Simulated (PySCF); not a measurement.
# Computed records: BClHNSi

Calculation on a computer-drawn molecule: the log of a Hartree-Fock and frozen-core CCSD(T) single point meant for a local Hartree-Fock minimum, with one planted fault or none, to be diagnosed. Offsets are logged minus clean, where the clean run is the same molecule without the fault. The reference is restricted for singlets and unrestricted otherwise, and also for a bond in bohr or an excited solution. Adding or removing an electron swaps singlet and doublet. The excited solution moves the top pair (singlet) or top alpha electron (doublet) to the lowest empty orbital. Highest occupied and lowest empty are orbital energies over both spins, largest force is the largest gradient component, triples share is (T) over the correlation energy, the T1 limit is 0.02 restricted and 0.045 unrestricted, electrons count all cores, a negative frequency is imaginary (commonest isotopes), and the dipole is about the centre of nuclear charge. Program: PySCF 2.14.0.

## BClHNSi

Logged structure:
```xyz
5
BClHNSi
Si    -0.4771    -0.0864     1.1080
N      0.7327    -1.2780     1.3484
B      1.6830    -2.0313     1.6419
Cl     2.9725    -3.0643     2.0340
H     -1.2819    -0.8235     0.0454
```

```
meant charge                         : 0
meant multiplicity                   : 1
meant basis                          : cc-pV(D+d)Z
logged electrons                     : 43
logged basis functions               : 79
logged SCF converged                 : yes
logged spin squared                  : 0.7712
logged highest occupied              : -16.574 eV
logged lowest empty                  : -6.5368 eV
logged largest force                 : 0.079902 hartree/bohr
logged T1 diagnostic                 : 0.024352
logged D1 diagnostic                 : 0.10269
logged triples share                 : 0.038699
logged CC converged                  : yes
logged dipole magnitude              : 7.0297 debye
logged SCF stable within its kind    : yes
logged energy HF                     : -827.91674 hartree
logged energy CCSD(T)                : -828.39033 hartree
possible faults                      : no fault, one electron removed, one electron added, multiplicity raised by two, geometry at a saddle point, SCF held on an excited solution, minimal basis STO-3G, one bond length entered in bohr, all coordinates scaled
planted fault                        : one electron removed
HF energy offset from clean run      : 172.1 kcal/mol
CCSD(T) energy offset from clean run : 190.1 kcal/mol
```

Drawn bonds:
```
atom  other atom  order
   1           2      1
   2           3      2
   3           4      1
   1           5      1
```
